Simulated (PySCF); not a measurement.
Diatomics of Cu with the halogens

HF with triple-zeta basis sets in PySCF, for the lowest determinant that a PBE0 search found; no spin–orbit coupling. De refers to high-spin ground-configuration atoms. A positive dipole means M(−)Cu(+).

```
 M         basis  reference  state (unpaired electrons)  Re (Å)  ωe (cm⁻¹)  De (eV)  μ (D)
 F  x2c-TZVPPall        RHF      singlet (closed shell)   1.804        571      n/a   6.48
Cl    def2-TZVPP        RHF      singlet (closed shell)   2.177        357      n/a   6.84
Br  x2c-TZVPPall        RHF      singlet (closed shell)   2.282        274      n/a   6.52
 I    def2-TZVPP        RHF      singlet (closed shell)   2.485        224      n/a   6.68
```

The shortest bond is that of CuF (1.804 Å), the longest that of CuI (2.485 Å).

The rows differ in basis set, which adds steps of its own.

Down a group the atoms grow and get heavier, so bonds lengthen and wavenumbers fall; this series shows no clear exception.

These are scalar-relativistic numbers at best; spin–orbit coupling would shift them, the dissociation energy most. Hartree–Fock leaves out correlation, which carries a large part of most bond energies and some tenths to 1 eV of ionisation energies.
